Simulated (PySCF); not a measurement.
H2O3Ti, SMILES [O]=[Ti]([OH])[OH], multiplicity 1. Geometry optimised at PBE-D3(BJ)/def2-SVP. The spin state was assumed, not searched. Other conformers were not sampled.

Calculation: PySCF with PBE-D3(BJ)/def2-SVP.

Harmonic wavenumbers (cm⁻¹): 91, 200, 229, 475, 485, 531, 553, 690, 787, 1063, 3760, 3764. Rotational constants (GHz): 7.499, 5.359, 3.232; symmetry number 1.

Problem. Work out the zero-point energy and the ideal-gas rigid-rotor harmonic-oscillator thermochemistry at 298.15 K and 1 atm.

Solution. ZPE = ½ Σ hcν = ½ × 12628 cm⁻¹ = 18.05 kcal/mol. H − E(el) = 22.26 kcal/mol. Entropy in cal/(mol K): translation 39.65, rotation 25.32, vibration 10.81, total 75.79. G − E(el) = -0.34 kcal/mol. Cp = 20.28 cal/(mol K). Modes under 150 cm⁻¹ make the vibrational entropy uncertain.
